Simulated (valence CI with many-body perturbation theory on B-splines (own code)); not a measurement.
## E1 line list for Rh38+

Method: configuration interaction combined with many-body perturbation theory (CI+MBPT): five valence electrons over a frozen Dirac-Fock core [He], a basis of 9 s, 9 p, 8 d, 6 f, 3 g, 1 h functions for each j, with the one-electron correlation potential Σ1, the two-electron term Σ2, the three-electron term Σ3, Breit, model QED; selected CI, second order for the rest (own B-spline code, finite nucleus).

The last digits are not significant, and no measured levels were compared; by estimate large intervals hold to a few tenths of a per cent, small ones and those within an open d or f shell to about a per cent. Among the levels kept, up to 1700 cm⁻¹ of a level comes from second order outside the variational space, and about a tenth of that is noise between levels of different J, which matters for small intervals.

Lines 51 to 100 of 288 in falling wavelength, among levels below 28542 × 10³ cm⁻¹, chosen from the strongest by gf and those to the six lowest levels. Wavelengths and rates use the calculated energies. Electric multipoles are in the length gauge, E1 and E2 with the static RPA response of the core. Weak lines are less certain than strong ones. Lines between different terms over intervals too small for the method are left out, as are lines whose strength nearly cancels. The highest levels of a list are the least certain.

Levels are named by their leading jj configuration (3d3/2^4 stands for four electrons in 3d with j = 3/2), which in mixed levels can hold well under half, so a name can repeat and another be missing. Letters in brackets count levels of one name in rising energy.

| λ vac (nm) | Upper | Lower | A (s⁻¹) | S (a.u.) with core polarisation | S without |
| --- | --- | --- | --- | --- | --- |
| 12.73 | (2s 2p1/2^2 2p3/2 3d3/2) J=7/2 | (2s 2p1/2^2 2p3/2 3p1/2) J=5/2 | 1.66e+10 | 1.35e-01 | 1.35e-01 |
| 12.69 | (2s^2 2p1/2 2p3/2 3p3/2) J=3/2 [b] | (2s^2 2p1/2 2p3/2 3s) J=3/2 [b] | 1.30e+10 | 5.24e-02 | 5.24e-02 |
| 12.63 | (2s^2 2p1/2 2p3/2 3d3/2) J=3/2 [b] | (2s^2 2p1/2 2p3/2 3p1/2) J=3/2 [b] | 8.74e+09 | 3.48e-02 | 3.48e-02 |
| 12.61 | (2s 2p1/2^2 2p3/2 3d3/2) J=5/2 | (2s 2p1/2^2 2p3/2 3p1/2) J=3/2 [a] | 9.82e+09 | 5.82e-02 | 5.82e-02 |
| 12.54 | (2s^2 2p1/2 2p3/2 3p3/2) J=3/2 [a] | (2s^2 2p1/2 2p3/2 3s) J=1/2 | 1.27e+10 | 4.93e-02 | 4.93e-02 |
| 12.51 | (2s 2p1/2^2 2p3/2 3p3/2) J=1/2 [a] | (2s 2p1/2^2 2p3/2 3s) J=3/2 [a] | 1.97e+10 | 3.80e-02 | 3.80e-02 |
| 12.45 | (2s^2 2p1/2 2p3/2 3d5/2) J=7/2 [a] | (2s^2 2p1/2 2p3/2 3p1/2) J=5/2 | 4.38e+09 | 3.33e-02 | 3.33e-02 |
| 12.44 | (2s^2 2p1/2 2p3/2 3d3/2) J=3/2 [a] | (2s^2 2p1/2 2p3/2 3p1/2) J=3/2 [a] | 8.00e+09 | 3.04e-02 | 3.04e-02 |
| 12.41 | (2s 2p1/2^2 2p3/2 3d3/2) J=3/2 | (2s 2p1/2^2 2p3/2 3p1/2) J=3/2 [a] | 1.65e+10 | 6.24e-02 | 6.24e-02 |
| 12.33 | (2s^2 2p1/2 2p3/2 3d3/2) J=1/2 [b] | (2s^2 2p1/2 2p3/2 3p1/2) J=3/2 [b] | 1.53e+10 | 2.83e-02 | 2.83e-02 |
| 12.33 | (2s 2p1/2^2 2p3/2 3d3/2) J=1/2 | (2s 2p1/2^2 2p3/2 3p1/2) J=3/2 [a] | 2.14e+10 | 3.96e-02 | 3.96e-02 |
| 12.26 | (2s 2p1/2^2 2p3/2 3p3/2) J=3/2 [b] | (2s 2p1/2^2 2p3/2 3s) J=3/2 [b] | 1.49e+10 | 5.43e-02 | 5.44e-02 |
| 12.21 | (2s^2 2p1/2 2p3/2 3d3/2) J=5/2 | (2s^2 2p1/2 2p3/2 3p1/2) J=3/2 [a] | 1.78e+10 | 9.61e-02 | 9.61e-02 |
| 12.11 | (2s^2 2p1/2^2 3p3/2) J=3/2 | (2s^2 2p1/2^2 3s) J=1/2 | 3.34e+10 | 1.17e-01 | 1.17e-01 |
| 12.10 | (2s 2p1/2^2 2p3/2 3p3/2) J=3/2 [a] | (2s 2p1/2^2 2p3/2 3s) J=5/2 | 5.80e+09 | 2.03e-02 | 2.03e-02 |
| 12.05 | (2s^2 2p1/2 2p3/2 3d3/2) J=7/2 | (2s^2 2p1/2 2p3/2 3p1/2) J=5/2 | 1.63e+10 | 1.12e-01 | 1.12e-01 |
| 11.98 | (2s^2 2p1/2^2 3d3/2) J=3/2 | (2s^2 2p1/2^2 3p1/2) J=1/2 | 2.31e+10 | 7.84e-02 | 7.84e-02 |
| 11.91 | (2s 2p1/2^2 2p3/2 3p3/2) J=3/2 [b] | (2s 2p1/2^2 2p3/2 3s) J=1/2 | 2.11e+10 | 7.02e-02 | 7.02e-02 |
| 11.85 | (2s^2 2p1/2 2p3/2 3d3/2) J=3/2 [a] | (2s^2 2p1/2 2p3/2 3p1/2) J=1/2 | 1.30e+10 | 4.27e-02 | 4.27e-02 |
| 11.82 | (2s^2 2p1/2 2p3/2 3p3/2) J=3/2 [a] | (2s^2 2p1/2 2p3/2 3s) J=3/2 [a] | 7.13e+09 | 2.33e-02 | 2.33e-02 |
| 11.75 | (2s^2 2p3/2^2 3p3/2) J=3/2 [b] | (2s^2 2p3/2^2 3s) J=1/2 | 1.21e+10 | 3.86e-02 | 3.86e-02 |
| 11.70 | (2s^2 2p1/2 2p3/2 3p3/2) J=5/2 [b] | (2s^2 2p1/2 2p3/2 3s) J=3/2 [b] | 2.07e+10 | 9.80e-02 | 9.80e-02 |
| 11.60 | (2s^2 2p1/2 2p3/2 3d5/2) J=5/2 [a] | (2s^2 2p1/2 2p3/2 3p1/2) J=5/2 | 3.89e+09 | 1.79e-02 | 1.79e-02 |
| 11.54 | (2s^2 2p1/2 2p3/2 3d3/2) J=1/2 [a] | (2s^2 2p1/2 2p3/2 3p1/2) J=1/2 | 2.13e+10 | 3.23e-02 | 3.23e-02 |
| 11.52 | (2s 2p1/2^2 2p3/2 3p3/2) J=1/2 [b] | (2s 2p1/2^2 2p3/2 3s) J=1/2 | 3.51e+10 | 5.30e-02 | 5.30e-02 |
| 11.29 | (2s^2 2p1/2 2p3/2 3p3/2) J=3/2 [b] | (2s^2 2p1/2 2p3/2 3s) J=1/2 | 7.57e+09 | 2.15e-02 | 2.15e-02 |
| 11.21 | (2s^2 2p1/2 2p3/2 3p3/2) J=5/2 [b] | (2s^2 2p1/2 2p3/2 3s) J=5/2 | 1.47e+10 | 6.11e-02 | 6.11e-02 |
| 11.14 | (2s 2p1/2^2 2p3/2 3p3/2) J=5/2 [a] | (2s 2p1/2^2 2p3/2 3s) J=5/2 | 1.85e+10 | 7.56e-02 | 7.56e-02 |
| 10.71 | (2s^2 2p1/2 2p3/2 3p3/2) J=3/2 [b] | (2s^2 2p1/2 2p3/2 3s) J=3/2 [a] | 7.48e+09 | 1.81e-02 | 1.81e-02 |
| 10.68 | (2s^2 2p1/2 2p3/2 3d5/2) J=5/2 [b] | (2s^2 2p1/2 2p3/2 3p1/2) J=5/2 | 5.40e+09 | 1.95e-02 | 1.95e-02 |
| 10.60 | (2s^2 2p1/2 2p3/2 3p3/2) J=1/2 [b] | (2s^2 2p1/2 2p3/2 3s) J=3/2 [b] | 3.91e+10 | 4.61e-02 | 4.61e-02 |
| 10.60 | (2s^2 2p3/2^2 3p3/2) J=3/2 [a] | (2s^2 2p3/2^2 3s) J=3/2 | 2.83e+10 | 6.65e-02 | 6.65e-02 |
| 10.55 | (2s 2p1/2^2 2p3/2 3p1/2) J=5/2 | (2s^2 2p1/2 2p3/2 3p1/2) J=3/2 [b] | 5.84e+09 | 2.03e-02 | 2.04e-02 |
| 10.08 | (2s^2 2p3/2^2 3p3/2) J=3/2 [a] | (2s^2 2p3/2^2 3s) J=5/2 | 7.77e+09 | 1.57e-02 | 1.57e-02 |
| 9.606 | (2s^2 2p1/2 2p3/2 3p3/2) J=1/2 [b] | (2s^2 2p1/2 2p3/2 3s) J=1/2 | 1.76e+10 | 1.54e-02 | 1.54e-02 |
| 9.470 | (2s^2 2p3/2^2 3p3/2) J=3/2 [b] | (2s^2 2p3/2^2 3s) J=3/2 | 1.16e+10 | 1.94e-02 | 1.94e-02 |
| 9.403 | (2s 2p1/2^2 2p3/2 3s) J=5/2 | (2s^2 2p1/2 2p3/2 3s) J=5/2 | 8.16e+09 | 2.01e-02 | 2.01e-02 |
| 8.563 | (2s 2p1/2 2p3/2^2 3s) J=7/2 | (2s^2 2p3/2^2 3s) J=5/2 | 1.40e+10 | 3.48e-02 | 3.49e-02 |
| 8.530 | (2s 2p1/2^2 2p3/2 3s) J=5/2 | (2s^2 2p1/2 2p3/2 3s) J=3/2 [a] | 1.07e+10 | 1.97e-02 | 1.98e-02 |
| 8.371 | (2s 2p1/2 2p3/2^3) J=3/2 [a] | (2s^2 2p3/2^3) J=3/2 | 7.70e+08 | 8.92e-04 | 8.94e-04 |
| 8.114 | (2s 2p1/2^2 2p3/2^2) J=5/2 | (2s^2 2p1/2 2p3/2^2) J=5/2 | 4.65e+09 | 7.36e-03 | 7.38e-03 |
| 7.299 | (2s 2p1/2^2 2p3/2^2) J=5/2 | (2s^2 2p1/2 2p3/2^2) J=3/2 | 1.17e+10 | 1.35e-02 | 1.35e-02 |
| 7.122 | (2s 2p1/2 2p3/2^3) J=5/2 | (2s^2 2p3/2^3) J=3/2 | 1.28e+10 | 1.37e-02 | 1.37e-02 |
| 6.829 | (2s 2p1/2^2 2p3/2^2) J=1/2 | (2s^2 2p1/2 2p3/2^2) J=1/2 | 1.87e+10 | 5.87e-03 | 5.89e-03 |
| 6.784 | (2s 2p1/2^2 2p3/2^2) J=3/2 | (2s^2 2p1/2 2p3/2^2) J=1/2 | 1.95e+08 | 1.20e-04 | 1.21e-04 |
| 6.652 | (2s 2p1/2^2 2p3/2 3p3/2) J=5/2 [b] | (2s^2 2p1/2 2p3/2 3p3/2) J=7/2 | 1.07e+10 | 9.30e-03 | 9.33e-03 |
| 6.580 | (2p1/2^2 2p3/2^3) J=3/2 | (2s 2p1/2 2p3/2^3) J=3/2 [b] | 3.23e+10 | 1.82e-02 | 1.82e-02 |
| 6.248 | (2p1/2 2p3/2^4) J=1/2 | (2s 2p3/2^4) J=1/2 | 5.90e+10 | 1.42e-02 | 1.42e-02 |
| 6.187 | (2p1/2^2 2p3/2^3) J=3/2 | (2s 2p1/2 2p3/2^3) J=1/2 | 2.03e+10 | 9.50e-03 | 9.52e-03 |
| 6.184 | (2s 2p1/2 2p3/2^3) J=1/2 | (2s^2 2p3/2^3) J=3/2 | 7.32e+09 | 1.71e-03 | 1.71e-03 |
